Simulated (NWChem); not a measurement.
All runs are NWChem calculations. System: CH2Cl, charge 0, spin multiplicity 2, at a geometry optimised with UPBE/def2-SVP. The structure started from a generated list of species. Its SCF solution wasn't tested for a lower state. Level: ROCCSD(T)/def2-TZVP, 6 core orbitals frozen.

The NWChem input:

```
start mol
memory heap 100 mb stack 700 mb global 1900 mb
geometry units angstroms nocenter noautoz
  C      0.000000     0.000000    -1.118342
  Cl     0.000000     0.000000     0.587217
  H      0.967986     0.000000    -1.636316
  H     -0.967986     0.000000    -1.636316
  symmetry group C2v
end
basis spherical
  * library def2-tzvp
end
scf
  rohf
  nopen 1
  maxiter 100
  thresh 1e-7
  semidirect memsize 60000000 filesize 0
  # guess.movecs holds the orbitals of an unrestricted PBE0 run
  vectors input guess.movecs output mol.movecs
end
tce
  freeze core 6
  ccsd(t)
  2eorb
  2emet 13
  thresh 1e-6
  maxiter 100
  tilesize 24
end
task tce energy
```

Output (cleaned and shortened):

```
             Northwest Computational Chemistry Package (NWChem) 7.3.0
             --------------------------------------------------------

                                NWChem Input Module
                                -------------------

 Scaling coordinates for geometry "geometry" by  1.889725989
 (inverse scale =  0.529177249)

 Turning off AUTOSYM since
 SYMMETRY directive was detected!

                             Geometry "geometry" -> ""
                             -------------------------

 Output coordinates in angstroms (scale by  1.889725989 to convert to a.u.)

  No.       Tag          Charge          X              Y              Z
 ---- ---------------- ---------- -------------- -------------- --------------
    1 C                    6.0000     0.00000000     0.00000000    -1.11834200
    2 Cl                  17.0000     0.00000000     0.00000000     0.58721700
    3 H                    1.0000     0.96798600     0.00000000    -1.63631600
    4 H                    1.0000    -0.96798600     0.00000000    -1.63631600

 Effective nuclear repulsion energy (a.u.)      45.1236850837

            Nuclear Dipole moment (a.u.)
            ----------------------------
        X                 Y               Z
 ---------------- ---------------- ----------------
     0.0000000000     0.0000000000     0.0000094486

      Symmetry information
      --------------------

 Group name             C2v
 Group number             16
 Group order               4
 No. of unique centers     3

      Symmetry unique atoms

     1    2    3


 Summary of "ao basis" -> "" (spherical)
 ------------------------------------------------------------------------------
       Tag                 Description            Shells   Functions and Types
 ---------------- ------------------------------  ------  ---------------------
 *                         def2-tzvp                  on all atoms

 Summary of "ao basis" -> "ao basis" (spherical)
 ------------------------------------------------------------------------------
       Tag                 Description            Shells   Functions and Types
[...]
      Beta frozen virtuals :     0
         Spin multiplicity : doublet
    Number of AO functions :    80
       Number of AO shells :    32
        Use of symmetry is : on
      Symmetry adaption is : on
         Schwarz screening : 0.10D-09

          Correlation Information
          -----------------------
          Calculation type : Coupled-cluster singles & doubles w/ perturbation
   Perturbative correction : (T)
            Max iterations :      100
        Residual threshold : 0.10D-05
     T(0) DIIS level shift : 0.00D+00
     L(0) DIIS level shift : 0.00D+00
     T(1) DIIS level shift : 0.00D+00
     L(1) DIIS level shift : 0.00D+00
     T(R) DIIS level shift : 0.00D+00
     T(I) DIIS level shift : 0.00D+00
   CC-T/L Amplitude update :  5-th order DIIS
                I/O scheme : Global Array Library
        L-threshold :  0.10D-05
        EOM-threshold :  0.10D-05
 no EOMCCSD initial starts read in
 TCE RESTART OPTIONS
 SLICE:      F
 D4D5:       F
 quantumc:   F
 qrotation:  F
 pwtce:      F
 qducc:      F
 nacto:                         0
 nrotv:                         0
 nrot:                          0

            Memory Information
            ------------------
          Available GA space size is     249024000 doubles
          Available MA space size is     104850132 doubles

 Maximum block size supplied by input
 Maximum block size        24 doubles

 tile_dim =     18

 -------------------------------------------------

 Global array virtual files algorithm will be used

 Parallel file system coherency ......... OK

 4-electron integrals stored in orbital form

 v2    file size   =          1780690
 4-index algorithm nr.  13 is used
 imaxsize =       30
 imaxsize ichop =        0


CCSD iterations
 ---------------------------------------------------------
 Iter          Residuum       Correlation     Cpu    Wall
 ---------------------------------------------------------
    1   0.1567032862361  -0.3403665540424     0.3     0.3
    2   0.0386234241128  -0.3589959160351     0.3     0.3
    3   0.0142197634948  -0.3651191157144     0.3     0.3
    4   0.0059132308033  -0.3666678084184     0.3     0.3
    5   0.0039985774540  -0.3669868363443     0.3     0.3
    6   0.0011576600674  -0.3673295911927     0.3     0.3
    7   0.0005679359096  -0.3673796091857     0.3     0.3
    8   0.0002483877524  -0.3673801901302     0.3     0.3
    9   0.0001875526073  -0.3673846714550     0.3     0.3
   10   0.0000784285752  -0.3673902930914     0.3     0.3
   11   0.0000245589884  -0.3673930970074     0.3     0.3
   12   0.0000183229381  -0.3673936450109     0.3     0.3
   13   0.0000066653294  -0.3673945438723     0.3     0.3
   14   0.0000087390391  -0.3673941736897     0.3     0.3
   15   0.0000040063276  -0.3673945955971     0.3     0.3
   16   0.0000006667446  -0.3673944753083     0.3     0.3
 -----------------------------------------------------------------
 Iterations converged
 CCSD correlation energy / hartree =        -0.367394475308345
 CCSD total energy / hartree       =      -498.868666662884948

 Singles contributions

 Doubles contributions
 CCSD(T)
 Using plain CCSD(T) code
             total no. of tasks         1632
 total no. of tasks / no. procs         1632
                         wl_min            1           1.0
                         wl_max       122472           7.0
        thresh for no. of tasks         1632

 CCSD[T]  correction energy / hartree =        -0.015137478759434
 CCSD[T] correlation energy / hartree =        -0.382531954067779
 CCSD[T] total energy / hartree       =      -498.883804141644362
 CCSD(T)  correction energy / hartree =        -0.014698281547417
 CCSD(T) correlation energy / hartree =        -0.382092756855763
 CCSD(T) total energy / hartree       =      -498.883364944432344

 Task  times  cpu:       13.0s     wall:       13.0s

 Total times  cpu:       13.0s     wall:       13.0s
```
